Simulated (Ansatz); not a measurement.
Relaxation of FH8NOSi2 (13 atoms, charge 0, multiplicity 1), to a largest force component of 0.03 eV/Å in at most 50 steps.

All numbers below come from Ansatz, RKS PBE0/def2-SVP.

```xyz
13
Properties=species:S:1:pos:R:3
Si -0.102 -0.396 -0.244
H 0.944 0.834 1.885
Si 2.141 -0.091 -0.847
H 2.879 -1.394 -0.822
H 2.201 0.456 -2.238
H 2.851 0.861 0.063
N -0.948 1.077 -0.148
H -1.931 1.147 -0.395
H -0.607 1.889 0.349
O -0.925 -1.260 -1.402
H -0.868 -2.217 -1.330
F -0.169 -1.341 1.068
H 0.701 0.238 2.197
```

Q: Where does it end, and by what steps?

A: The run converged. The force dipped under the threshold on the way, but the program's further checks kept it going. After 37 steps the energy has fallen by 0.252 eV; H2 moved furthest, 2.18 Å.

```
step  energy less start (eV)  largest force component (eV/Å)  accepted
   0                  0.0000                           1.635       yes
   2                 -0.1823                           0.293       yes
   4                 -0.2276                           0.157       yes
   6                 -0.2365                           0.064       yes
   8                 -0.2396                           0.043       yes
  10                 -0.2408                           0.031       yes
  12                 -0.2424                           0.109       yes
  14                 -0.2450                           0.089       yes
  16                 -0.2466                           0.085       yes
  18                 -0.2477                           0.092       yes
  20                 -0.2492                           0.056       yes
  22                 -0.2500                           0.045       yes
  24                 -0.2505                           0.063       yes
  26                 -0.2508                           0.066       yes
  28                 -0.2511                           0.026       yes
  30                 -0.2513                           0.044       yes
  32                 -0.2513                           0.023        no
  34                 -0.2515                           0.008       yes
  36                 -0.2518                           0.053       yes
  37                 -0.2520                           0.017       yes
```

```xyz
13
Properties=species:S:1:pos:R:3
Si -0.207 -0.207 -0.499
H 1.553 -0.181 3.718
Si 2.054 0.048 -1.038
H 2.848 -1.114 -0.534
H 2.228 0.144 -2.520
H 2.597 1.298 -0.417
N -1.089 1.181 -0.926
H -2.097 1.154 -1.029
H -0.733 2.118 -0.787
O -0.977 -1.472 -1.238
H -0.891 -2.326 -0.804
F -0.231 -0.561 1.105
H 1.111 -0.281 3.106
```

The run took 2.9 min on 4 threads of AMD EPYC 7571 (shared host), peak memory 0.3 GiB.
